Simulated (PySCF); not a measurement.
Question: Give a GFN2-xTB geometry of `C=C(C#CC(=O)O)C(Cl)(Cl)CCl`.

Answer: 
```
atom  x, y, z in Å
C1    -1.0883   -0.0044   -2.1550
C2    -0.7767   -0.1890   -0.8740
C3     0.5609   -0.1030   -0.4221
C4     1.6997   -0.0311   -0.0305
C5     3.0219    0.0592    0.5278
O6     3.2502    0.0630    1.7089
O7     3.9637    0.1408   -0.4171
C8    -1.7609   -0.5218    0.2208
Cl9   -1.3981   -2.2012    0.7787
Cl10  -3.4401   -0.4889   -0.3501
C11   -1.6209    0.3900    1.4304
Cl12  -1.8320    2.0829    0.9235
H13   -0.3217    0.2228   -2.8749
H14   -2.1026   -0.0669   -2.5065
H15    4.8421    0.1987   -0.0091
H16   -2.3812    0.1646    2.1782
H17   -0.6230    0.2965    1.8610
```

Any rigid rotation of these coordinates is as good. Atoms count from 1 in this order. The 2 C–O bonds span 1.203 Å (C5=O6, drawn double) to 1.337 Å (C5–O7, drawn single), a spread of 0.134 Å. The C–C distances run from 1.206 Å (C3≡C4, drawn triple) to 1.521 Å (C8–C11, drawn single), a spread of 0.315 Å. The 3 C–Cl bonds span 1.774 Å (C8–Cl10, drawn single) to 1.806 Å (C8–Cl9, drawn single), a spread of 0.032 Å. Of the pairs four or more bonds apart, Cl10···H14 is among the closest relative to their van der Waals radii: 2.57 Å, 87 % of the sum of Bondi's values.

Bonds between heavy atoms (Å): C1=C2 1.331, C2–C3 1.415, C3≡C4 1.206, C4–C5 1.438, C5=O6 1.203, C5–O7 1.337, C2–C8 1.509, C8–Cl9 1.806, C8–Cl10 1.774, C8–C11 1.521, C11–Cl12 1.780.

The geometry is computed with GFN2-xTB (gas phase).

Point group: C1 (no symmetry element, even within 0.4 Å). No frequency check. The numbers are those of one conformer (C4–C5–O7–H 180°, C1–C2–C8–Cl9 113°, C2–C8–C11–Cl12 58°).
